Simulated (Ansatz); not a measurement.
A CCSD(T) single point on H9PSi3 (`[SiH3]P([SiH3])[SiH3]`).

```yaml
crystal:
  periodic: [false, false, false]
  atoms:
    - {symbol: Si, position_ang: [-1.173891, 1.450236, -0.493191]}
    - {symbol: P, position_ang: [0.702537, 0.307633, -0.957725]}
    - {symbol: Si, position_ang: [1.525974, 0.341554, 1.131091]}
    - {symbol: Si, position_ang: [-0.220765, -1.734422, -0.816741]}
    - {symbol: H, position_ang: [-2.080459, 1.357214, -1.667029]}
    - {symbol: H, position_ang: [-1.884103, 0.933031, 0.708235]}
    - {symbol: H, position_ang: [-0.810278, 2.872730, -0.263799]}
    - {symbol: H, position_ang: [0.526254, -0.070669, 2.153801]}
    - {symbol: H, position_ang: [2.687393, -0.583564, 1.191016]}
    - {symbol: H, position_ang: [1.981916, 1.723738, 1.431291]}
    - {symbol: H, position_ang: [0.871001, -2.742605, -0.821377]}
    - {symbol: H, position_ang: [-1.040441, -1.915147, 0.412399]}
    - {symbol: H, position_ang: [-1.085137, -1.939728, -2.007981]}
basis:
  gaussian: {orbitals: cc-pV(D+d)Z}
correlation: {method: ccsd_t}
```

```sh
$ ansatz run in.yaml --threads 2 --pin off --events-out ev --progress --plain --max-ram 32768MiB --backend cpu
```

Output of Ansatz, abridged:

```
Functional definition: HF
1380 factors; integrals over basis functions are off by at most 1.0e-3 eV
mean field evaluation 1: about -33000.1739 eV, gradient 1.7e1 eV
mean field evaluation 2: about -33000.2235 eV, gradient 1.7e1 eV
mean field evaluation 4: about -33002.0507 eV, gradient 1.6e0 eV
mean field evaluation 8: about -33002.0628 eV, gradient 8.8e-2 eV
mean field evaluation 16: about -33002.0002 eV, gradient 3.4e-1 eV
mean field -33002.06286587 eV, -1212.8034407192 hartree, gradient 3.9e-6 eV, S^2 0.000000; 0 other end points of the search recorded, 0 dependent functions left out
20 core orbitals not correlated: weight in the atoms' cores, before any rotation towards them, 1.000 or more for the frozen orbitals, at most 0.000 for the correlated occupied ones
reference -33002.06286587 eV, -1212.8034407192 hartree; 13, 13 occupied and 104, 104 virtual orbitals, 1380 factors
second order -11.92861870 eV of doubles, -0.00000000 eV of singles
cycle   1  -13.53563822 eV  change    -1.6e0 eV  update   1.0e-1
cycle   2  -14.13778341 eV  change   -6.0e-1 eV  update   3.2e-2
cycle   3  -14.18165659 eV  change   -4.4e-2 eV  update   9.5e-3
cycle   4  -14.17623915 eV  change    5.4e-3 eV  update   3.2e-3
cycle   5  -14.17490011 eV  change    1.3e-3 eV  update   9.2e-4
cycle   6  -14.17468658 eV  change    2.1e-4 eV  update   3.1e-4
cycle   7  -14.17469893 eV  change   -1.2e-5 eV  update   1.1e-4
cycle   8  -14.17473182 eV  change   -3.3e-5 eV  update   3.9e-5
cycle   9  -14.17473194 eV  change   -1.2e-7 eV  update   1.3e-5
perturbative correction -0.43412509 eV, -0.0159538028 hartree
Total energy: -33016.67172290 eV, -1213.3403063127 hartree
```

Hardware: 2 threads of a server CPU on a shared host. Wall time 23 s, peak host memory 0.8 GiB.

The correlation energy is -14.609 eV, 3.0 % of it from (T); the T1 diagnostic reads 0.0126.
